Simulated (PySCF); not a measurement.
Species: C5H11N3Si.
InChI=1S/C5H11N3Si/c1-5-6-4-7-8(5)9(2)3/h4,9H,1-3H3

Torsions of this conformer, `[CH3:1][c:2]1[n:3][cH:4][n:5][n:6]1[SiH:7]([CH3:8])[CH3:9]`: N5–N6–Si7–C8 -59°.

The closed-shell ground state was solved at several levels (PySCF, density fitting, gas phase, non-relativistic). One conformer (not necessarily the lowest) at the PBE0-D3(BJ)/def2-SVP geometry, without solvent, vibrations or thermal averaging.

| level | basis functions | HOMO (eV) | LUMO (eV) | gap (eV) | dipole (D) |
| --- | --- | --- | --- | --- | --- |
| PBE/pcSseg-1 | 215 | -6.12 | -0.89 | 5.23 | 3.26 |
| CAM-B3LYP/def2-SVPD | 272 | -8.68 | 1.04 | 9.72 | 3.33 |

(1) What might PBE0/pcSseg-1 (215 basis functions) give for the same quantities?

(2) Over all these levels, which gives the widest orbital gap and which the narrowest?

(3) How far do the dipole and the HOMO energy spread over the levels?

Results:

(1) HOMO -7.33 eV, LUMO 0.06 eV, gap 7.39 eV, dipole 3.31 D.

(2) CAM-B3LYP/def2-SVPD (range-separated hybrid) has the widest, 9.72 eV, and PBE/pcSseg-1 (GGA) the narrowest, 5.23 eV. Functional and basis both differ between the two, so the spread mixes both effects.

(3) The dipole runs from 3.26 to 3.33 D (mean 3.30 D) and the HOMO from -8.68 to -6.12 eV.
